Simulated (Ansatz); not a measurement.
The cluster HfO₃H₂. Charge 0, multiplicity 1. Geometry B3LYP-D4/def2-TZVP, basis def2-TZVP, Ansatz.

```xyz
6

Hf    0.459    0.649    0.076
O    -0.529    1.755    1.031
O    -0.705   -0.691   -0.985
O    -0.132   -1.503    0.127
H     1.834    1.571   -0.859
H    -0.927   -1.781    0.610
```

```tsv
run	HOMO (eV)	LUMO (eV)
A	-7.86	-2.54
B	-6.48	-3.40
C	-10.38	-0.56
D	-6.77	-3.07
E	-6.85	-3.26
```

In the def2 sets Hf takes a core potential; there is no spin–orbit coupling. The structure holds one bond between oxygen atoms, so isomers without such links may lie far lower. No other spin state of charge 0 was run. Another isomer (singlet) lies 1.25 eV lower at PBE0-D4/def2-TZVP; other spin states weren't run for this one.

Task: The runs used B97M-V, PBE, PBE0, r2SCAN, ωB97X-V. Estimate which is which.

Result: A PBE0 (25 % exact exchange); B PBE (0 % exact exchange); C ωB97X-V (range-separated); D r2SCAN (0 % exact exchange); E B97M-V (0 % exact exchange). Exact exchange lowers occupied and raises empty levels; among semilocal functionals meta-GGAs tend to open the gap a little, and such runs are hard to tell apart. The gap grows from 3.08 eV (PBE) to 9.82 eV (ωB97X-V).
